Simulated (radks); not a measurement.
Results of a calculation; reference values are marked as such.
Question: The mean radii <r> (bohr) of the occupied orbitals of an atom or ion are listed with their occupations. Code: a radial shooting solver on a logarithmic mesh with Libxc functionals. Model: scalar-relativistic Kohn-Sham, PBEsol, spin-polarised, spherical densities, point nucleus.

orbital  occ.      <r>
1s up       1  0.02318
1s down     1  0.02318
2s up       1  0.09898
2s down     1  0.09898
2p up       3  0.08712
2p down     3  0.08712
3s up       1   0.2607
3s down     1   0.2605
3p up       3   0.2589
3p down     3   0.2587
3d up       5   0.2363
3d down     5   0.2361
4s up       1   0.5897
4s down     1   0.5896
4p up       3   0.6224
4p down     3   0.6222
4d up       5   0.6739
4d down     5   0.6734
5s up       1    1.273
5s down     1    1.278
5p up       1    1.388
4f up       3   0.7975

Name the element and its charge. Open shells, if any, are filled with parallel spins first.

Answer: Z = 61, promethium, charge +9: Pm9+ in [Kr] 4d10 4f3 5s2 5p1. The 1s radius gives Z: for a bare nucleus <r> = (2 gamma + 1)/(2Z) with gamma = sqrt(1 - (Z/c)^2), 0.02288 bohr for Z = 61, and screening makes it slightly larger (0.02318 here). The occupations add up to 52, and the charge is Z minus that.
